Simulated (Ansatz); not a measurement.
Cost and result for the atomization energy of C2H8BNSi, SMILES `CN1BC1[SiH3]` (13 atoms, 13 bonds).

Z-matrix (Å, degrees):
```
C
N 1 1.421
H 1 1.095 2 110.8
H 1 1.095 2 110.9 3 119.8
H 1 1.091 2 109.6 3 -120.1
B 2 1.336 1 159.0 3 121.1
C 2 1.482 1 133.2 3 -61.3
H 6 1.183 2 145.7 1 -2.2
Si 7 1.864 2 119.6 1 -69.2
H 7 1.096 2 114.5 1 74.2
H 9 1.490 7 109.4 2 -43.5
H 9 1.493 7 113.3 2 76.5
H 9 1.489 7 109.8 2 -163.4
```

Charge 0, multiplicity 1. The structure was optimised at the PBE0-D4/def2-TZVP level. Program: Ansatz. All runs use 4 threads of an Arm Neoverse V2 on a shared host. Times are those of one run each, without the atoms' runs, and a repeat can differ threefold. Electronic energies, without spin–orbit coupling; frozen cores. CCSD(T)/CBS adds CCSD(T) − MP2 in def2-TZVPP to the MP2 limit, and its time is that of the two runs behind it. T1 = 0.013. B3LYP takes the VWN-RPA correlation (the form of Gaussian; ORCA's B3LYP/G).

CCSD(T)/CBS is a level of theory with its own doubt, some kJ/mol a heavy atom from the limit and from the frozen cores, so smaller differences don't rank the functionals.

```
                            level  functions  wall time  atomization (kcal/mol)  difference from CCSD(T)/CBS  per bond
               BLYP-D4/def2-TZVPP        278        2 s                  1127.2                          4.6       0.4
  PBE-D4/def2-TZVPP (with forces)        278      2.3 s                  1148.6                         26.0       2.0
              BHLYP-D4/def2-TZVPP        278      2.7 s                  1103.7                        -18.9      -1.4
          CAM-B3LYP-D4/def2-TZVPP        278        3 s                  1135.7                         13.1       1.0
B3LYP-D4/def2-TZVPP (with forces)        278      4.1 s                  1131.6                          9.0       0.7
                 CCSD(T)/def2-SVP        114      4.4 s                  1069.9                        -52.7      -4.1
                B2PLYP/def2-TZVPP        278      4.6 s                  1116.4                         -6.2      -0.5
               ωB97X-V/def2-TZVPP        278        7 s                  1132.8                         10.2       0.8
                B97M-V/def2-TZVPP        278      8.5 s                  1131.1                          8.5       0.7
 ωB97M-V/def2-TZVPP (with forces)        278       10 s                  1132.1                          9.5       0.7
                   MP2/def2-QZVPP        538       21 s                  1124.2                          1.6       0.1
               CCSD(T)/def2-TZVPP        278    2.4 min                  1094.2                        -28.4      -2.2
                CCSD(T)/CBS(def2)          –    2.7 min                  1122.6                          0.0       0.0
```

From r2SCAN to r2SCAN0 (25 % exact exchange), in def2-TZVPP and without D4, the atomization energy moves by −13.3 kcal/mol: exact exchange takes away binding that semilocal exchange gives to molecules. Leaving LDA and LC-ωPBE aside and taking each functional with its dispersion term where it has one, the values spread over 44.8 kcal/mol, from BHLYP-D4 to PBE-D4. LDA lies +140.9 kcal/mol from PBE without D4, its usual overbinding. At CCSD(T), def2-SVP lies −52.7 kcal/mol from the extrapolated value and def2-TZVPP −28.3 kcal/mol: correlation converges slowly with the basis, and small sets miss more of it in the bonded molecule than in its fragments.
